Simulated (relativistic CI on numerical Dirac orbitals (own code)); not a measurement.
Method of calculation: Dirac-Coulomb-Breit CI, separate exchange-only KLI orbitals for each configuration, QED by a radiative potential, unscaled Slater integrals (own radial code, finite nucleus).

The strongest absorption lines from the ground level of an ion, among the configurations computed and to levels below about 186 eV (vacuum wavelength in Å, gf): 68.348 (0.49), 89.674 (1.7), 92.780 (0.39), 93.201 (0.58), 95.001 (1.3), 96.727 (2.3), 96.817 (0.37), 104.88 (0.38).

(1) Which ion is it?
A. Rb10+
B. Br10+
C. Rb12+
D. Rb14+

## Answers

(1) C. Rb12+ has 25 electrons and the ground level 3s²3p⁶3d⁷ ⁴F9/2; the strongest line goes to 3s²3p⁵3d⁸ ⁴F°9/2. The pattern of lines fixes the number of electrons, and along that sequence the line energies rise steadily with the charge (about as its square where n changes within one kind of shell, about linearly where n is kept but much faster in heavy ions where fine structure, which grows about as Z⁴, sets the gap, and irregularly where shells cross), which fixes Z. Configurations outside the model, such as inner-shell arrays, can give stronger lines. At this charge energies of transitions that change n are usually good to better than 1 %, and those within a shell (Δn = 0) to a few per cent. Terms inside the open d or f shell come out 10 to 20 % too wide with unscaled integrals.

LS names give the leading component of a level, which can be under half, so a name can repeat, a term be missing and a line seem to break the LS rules.
